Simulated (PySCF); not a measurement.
# `C[C@@H]1[C@H]2C[C@@H]1[C@@H](N)C2`, C₇H₁₃N

Molfile (atoms numbered from 1):
```
C7H13N
     RDKit          3D

 21 22  0  0  0  0  0  0  0  0999 V2000
   -1.5629   -1.2525   -0.3256 C   0  0  0  0  0  0  0  0  0  0  0  0
   -1.1780    0.0014    0.4340 C   0  0  2  0  0  0  0  0  0  0  0  0
   -0.5873    1.2303   -0.2865 C   0  0  1  0  0  0  0  0  0  0  0  0
   -0.0066    1.6228    1.0822 C   0  0  0  0  0  0  0  0  0  0  0  0
    0.1407    0.0985    1.2290 C   0  0  2  0  0  0  0  0  0  0  0  0
    1.2362   -0.1660    0.1855 C   0  0  1  0  0  0  0  0  0  0  0  0
    1.4028   -1.5682   -0.1579 N   0  0  0  0  0  0  0  0  0  0  0  0
    0.6480    0.6621   -0.9844 C   0  0  0  0  0  0  0  0  0  0  0  0
   -0.6985   -1.7101   -0.7928 H   0  0  0  0  0  0  0  0  0  0  0  0
   -2.3027   -1.0088   -1.0860 H   0  0  0  0  0  0  0  0  0  0  0  0
   -2.0010   -1.9751    0.3601 H   0  0  0  0  0  0  0  0  0  0  0  0
   -2.0162    0.3099    1.0644 H   0  0  0  0  0  0  0  0  0  0  0  0
   -1.2096    1.9106   -0.8627 H   0  0  0  0  0  0  0  0  0  0  0  0
    0.9073    2.2150    1.0873 H   0  0  0  0  0  0  0  0  0  0  0  0
   -0.7370    2.0576    1.7602 H   0  0  0  0  0  0  0  0  0  0  0  0
    0.2640   -0.3791    2.1979 H   0  0  0  0  0  0  0  0  0  0  0  0
    2.1838    0.2805    0.5388 H   0  0  0  0  0  0  0  0  0  0  0  0
    2.1718   -1.6766   -0.8106 H   0  0  0  0  0  0  0  0  0  0  0  0
    1.6174   -2.1085    0.6732 H   0  0  0  0  0  0  0  0  0  0  0  0
    0.3937    0.0267   -1.8297 H   0  0  0  0  0  0  0  0  0  0  0  0
    1.3253    1.4464   -1.3222 H   0  0  0  0  0  0  0  0  0  0  0  0
  1  2  1  0
  2  3  1  0
  3  4  1  0
  4  5  1  0
  5  6  1  0
  6  7  1  0
  6  8  1  0
  5  2  1  0
  8  3  1  0
  1  9  1  0
  1 10  1  0
  1 11  1  0
  2 12  1  1
  3 13  1  6
  4 14  1  0
  4 15  1  0
  5 16  1  1
  6 17  1  1
  7 18  1  0
  7 19  1  0
  8 20  1  0
  8 21  1  0
M  END
```

Computed with PySCF 2.14.0, TDDFT PBE0/def2-SVPD circular dichroism and optical rotation, one conformer, gas phase. Geometry: GFN2-xTB.

The molecule is flexible and this is one conformer; a measurement averages over conformers. States above about 6.7 eV (minus the energy of the highest occupied orbital) lie near or above the ionisation threshold and depend on the basis.

Stereocentres: C2 R, C3 S, C5 S, C6 S.

Task: Give the optical rotatory dispersion at 633, 589.3, 546, 436, 405, 365, 355 nm.

Result: [α] in deg dm⁻¹ (g/mL)⁻¹:
```csv
λ (nm),origin-invariant length gauge,modified velocity gauge,length gauge (centre of mass),isotropic polarisability (au)
633,-2.9,-9.7,-2.9,86.6
589.3,-3.0,-10.9,-3.0,86.9
546,-3.0,-12.5,-3.0,87.2
436,-0.9,-17.0,-0.9,88.5
405,+1.5,-18.0,+1.6,89.1
365,+8.5,-17.4,+8.5,90.2
355,+11.5,-16.5,+11.5,90.5
```

Where the gauges differ in sign the basis doesn't settle the rotation.

Task: And for the mirror image at 589.3 nm?

Result: +3.0 deg dm⁻¹ (g/mL)⁻¹ (origin-invariant length gauge): the same size and the opposite sign.

Task: What is the molar rotation [Φ] = [α]·M/100 of the geometry above at 589.3 nm?

Result: With M = 111.19 g/mol, -3.4 deg cm² dmol⁻¹ (origin-invariant length gauge).

The first excitation lies at 6.08 eV (204 nm) with R = +6.0 × 10⁻⁴⁰ esu² cm² (velocity form).
